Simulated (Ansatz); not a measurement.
Born–Oppenheimer molecular dynamics of C$_{2}$H$_{10}$AlFSi$_{2}$ (16 atoms, charge 0, multiplicity 1). It starts from a relaxed structure.

Level of theory: RKS BLYP/STO-3G in Ansatz.

| Quantity | Value |
| --- | --- |
| ensemble | NVT, Nosé–Hoover chain |
| time step | 0.5 fs |
| steps asked | 103 |
| set temperature | 500 K |
| thermostat | time constant 300 fs, chain length 5 |
| seed | 334511 |

First frame:

```xyz
16
Properties=species:S:1:pos:R:3
F -2.360 -2.152 1.414
C -1.676 -2.396 0.180
Si 0.228 -1.985 0.211
Al 0.733 0.127 1.030
C 1.439 1.501 -0.123
Si 0.133 2.704 -0.782
H -2.171 -1.800 -0.641
H -1.809 -3.476 -0.111
H 0.668 -2.219 -1.162
H 0.854 -3.050 0.993
H 0.490 0.469 2.487
H 1.963 1.065 -0.995
H 2.192 2.101 0.425
H 0.713 3.710 -1.661
H -0.887 1.987 -1.535
H -0.533 3.392 0.314
```

Q: How far do the bonds stretch over the last three quarters of this one trajectory? (Pairs bonded in most of those frames.)

A: 
| bond | mean (Å) | spread (Å) | shortest | longest |
| --- | --- | --- | --- | --- |
| F1–C2 | 1.432 | 0.008 | 1.42 | 1.45 |
| C2–Si3 | 1.938 | 0.028 | 1.89 | 1.98 |
| C2–H7 | 1.131 | 0.025 | 1.09 | 1.17 |
| C2–H8 | 1.130 | 0.024 | 1.09 | 1.16 |
| Si3–Al4 | 2.333 | 0.019 | 2.28 | 2.35 |
| Si3–H9 | 1.466 | 0.030 | 1.42 | 1.51 |
| Si3–H10 | 1.464 | 0.019 | 1.44 | 1.49 |
| Al4–C5 | 1.927 | 0.045 | 1.87 | 2.00 |
| Al4–H11 | 1.515 | 0.020 | 1.49 | 1.55 |
| C5–Si6 | 1.892 | 0.024 | 1.85 | 1.92 |
| C5–H12 | 1.116 | 0.045 | 1.05 | 1.18 |
| C5–H13 | 1.108 | 0.015 | 1.08 | 1.14 |
| Si6–H14 | 1.461 | 0.013 | 1.44 | 1.48 |
| Si6–H15 | 1.461 | 0.027 | 1.42 | 1.50 |
| Si6–H16 | 1.459 | 0.028 | 1.42 | 1.50 |

Mean temperature of the second half: 282 K. The conserved energy stayed within 0.25 meV per atom of its start (net change 0.11 meV per atom), so the integration is sound. The mean temperature of the second half is 44 % below the set value. A run of 0.051 ps of so small a system gives no equilibrium averages. Limits of this set-up: minimal basis.

Time of the run: 7.5 min on 1 CPU thread of a shared host.
